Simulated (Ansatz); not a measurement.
The cluster In2Te3. The state is a singlet with charge 0. Geometry r2SCAN-D4/def2-SVP, basis def2-TZVP, Ansatz.

Cartesian coordinates in Å:
```
In -1.412 -1.961 0.272
In 2.058 1.010 -0.812
Te 1.012 -0.559 1.707
Te -0.857 1.263 0.717
Te -0.801 0.248 -1.884
```

```
run  HOMO (eV)  LUMO (eV)
  A      -4.54      -3.14
  B      -7.41      -0.48
  C      -5.33      -2.45
  D      -4.75      -3.11
```

In the def2 sets In, Te take a core potential; there is no spin–orbit coupling. LC-ωPBE has ω = 0.4 bohr⁻¹. The structure comes from a short search, and lower isomers may exist.

**Question.** The runs used LC-ωPBE, PBE, PBE0, r2SCAN. Estimate which is which.

**Answer.** A PBE (0 % exact exchange); B LC-ωPBE (range-separated); C PBE0 (25 % exact exchange); D r2SCAN (0 % exact exchange). Exact exchange lowers occupied and raises empty levels; among semilocal functionals meta-GGAs tend to open the gap a little, and such runs are hard to tell apart. The gap grows from 1.40 eV (PBE) to 6.93 eV (LC-ωPBE).
